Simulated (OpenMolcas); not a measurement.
**Fe2+: ligand-field states by method**

Fe2+ with 6 ligands (oxide) in trigonal prismatic coordination (D3h) at 2.13 Å, a polar angle of 54.0° against the regular 49.1°. A charge of +1.67 e stands 2.8 Å behind each ligand. Ligand basis ANO-RCC-VDZP.
```
Fe    0.0000    0.0000    0.0000
O     1.7234    0.0000    1.2517
O    -0.8617    1.4925    1.2517
O    -0.8617   -1.4925    1.2517
O     1.7234    0.0000   -1.2517
O    -0.8617    1.4925   -1.2517
O    -0.8617   -1.4925   -1.2517
```

* Program: OpenMolcas
* Basis: ANO-RCC-VDZP [5s4p2d1f]
* Scalar Hamiltonian: DKH2, point nucleus
* Active space: 6 electrons in 5 orbitals (3d)
* State averaging: 2S+1 = 5 even, 5 roots; 2S+1 = 3 even, 45 roots; 2S+1 = 1 even, 50 roots
* Spin-orbit coupling: state interaction with AMFI integrals over the reference wave functions

I. CASSCF
II. SS-CASPT2, IPEA 0.25 Eh, imaginary shift 0.1 Eh (closed shells correlated: 3s 3p and the ligand valence shells)

Spin-free states (labels of D3, the rotations of D3h) in cm-1, each column counted from its own energy of the first state listed:

```
   State  Degeneracy      I     II
2S+1 = 5           1      0      0
      5E           2    655    680
      5E           2   4004   4610
2S+1 = 3           1  20318  18180
2S+1 = 3           1  20355  18210
      3E           2  21542  18310
      3E           2  21980  19640
      3E           2  22693  20360
2S+1 = 3           1  23213  20130
2S+1 = 3           1  24672  19400
      3E           2  25634  23840
      3E           2  25641  21370
      3E           2  26235  23120
2S+1 = 3           1  27695  24220
      3E           2  27870  24250
2S+1 = 3           1  28188  24990
      3E           2  28207  24210
2S+1 = 3           1  28211  25000
      3E           2  29689  26460
      3E           2  30151  27080
```

From I to II, I's first state of the same spin (5E) moves from 655 to 680 cm-1, by about +29 cm-1.

From I to II, I's first state of another spin (2S+1 = 3) moves from 20318 to 18180 cm-1, by about -2100 cm-1.

χT at 300 K: I 3.62, II 3.55 cm3 K/mol.

Roots that are degenerate in the reference are averaged as groups; the widest CASPT2 spread within a group is 140 cm-1 (the 2-fold group of multiplicity 5 near 684 cm-1 above the lowest state of its run, II). Shifts and gaps below about the spread of the groups concerned are not significant. Over all roots computed the reference weight is 0.63 to 0.64 in II; a low but even weight reflects the number of correlated electrons. The oxide ions are held by bare point charges, a crude embedding. Ligand-to-metal charge-transfer states are missing. With oxide or sulfide held by bare charges the field of late divalent 3d ions can come out several times too small, and g and χT far too large. Without dynamic correlation the repulsion within the d shell is too large (B by tens of per cent), so at a given field states of lower spin stand too high (holds for I). With no ligand orbital active B as a rule stays too high, so bands that hang on it stand too high and its fall with covalency is understated (holds for I). With metal d orbitals alone and no dynamic correlation the field as a rule comes out too small, by tens of per cent, by up to half for chloride and softer ligands, and the orbital part of g and χT, which goes as 1/10Dq, too large (holds for I). A single d shell leaves out the double-shell effect, which counts most for late 3d ions, where the CASPT2 field can be off either way by tens of per cent (holds for II). For late 3d ions with one d shell CASPT2 can put B and the spin-flip bands somewhat low as well as high (holds for II). Free-ion shares, where given, are those of the reference states; single-state CASPT2 does not remix them (holds for II). The distance lies 1 % under the 2.16 Å that this model takes as the normal distance (a Shannon-type radius plus a fixed donor radius); by an R⁻⁵ law this alone changes a d-shell field by about +7 %. No measured value stands beside these numbers; the geometry is a model, was not optimised and need not be the one that this ion takes.
